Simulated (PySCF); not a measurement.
Multinuclear NMR of C₈H₁₃N

Geometry:
| atom | x (Å) | y (Å) | z (Å) |
| --- | --- | --- | --- |
| H1 | 3.609 | 0.456 | -0.636 |
| N2 | 3.355 | 0.309 | 0.342 |
| C3 | 2.126 | 0.185 | 0.553 |
| C4 | 1.004 | 0.222 | -0.451 |
| C5 | 0.067 | 1.402 | -0.148 |
| C6 | -0.872 | 1.099 | 1.014 |
| C7 | -1.845 | -0.015 | 0.632 |
| C8 | -1.114 | -1.241 | 0.120 |
| C9 | -0.856 | -1.392 | -1.352 |
| C10 | 0.284 | -1.115 | -0.419 |
| H11 | 1.833 | 0.021 | 1.586 |
| H12 | 1.445 | 0.368 | -1.448 |
| H13 | 0.674 | 2.283 | 0.078 |
| H14 | -0.528 | 1.629 | -1.036 |
| H15 | -1.433 | 1.998 | 1.276 |
| H16 | -0.295 | 0.799 | 1.890 |
| H17 | -2.527 | 0.357 | -0.138 |
| H18 | -2.448 | -0.286 | 1.500 |
| H19 | -1.333 | -2.152 | 0.664 |
| H20 | -1.181 | -0.592 | -2.001 |
| H21 | -0.931 | -2.371 | -1.802 |
| H22 | 0.955 | -1.946 | -0.224 |

Calculated, not measured (PySCF 2.14.0 with density-fitted response routines): σ from GIAO-PBE0/pcSseg-1, GFN2-xTB geometry. In vacuum, relativity neglected, a single conformation.

What are the ¹⁵N shifts?

## Answers


```
atoms     environment  σ (ppm)  δ (ppm)
   N2  imine nitrogen    -80.8    -73.6
```

Shieldings were converted by a linear fit to measured shifts: ¹⁵N: δ = -148.07 − 0.921σ (rms 6.3 ppm, 71 shifts vs CH3NO2, solution or neat liquid). Occasional misses reach two or three times the rms, and more in compound classes unlike the fitted ones.

On a 400 MHz spectrometer ¹⁵N resonates near 40.5 MHz, so 1 ppm is 40.5 Hz.
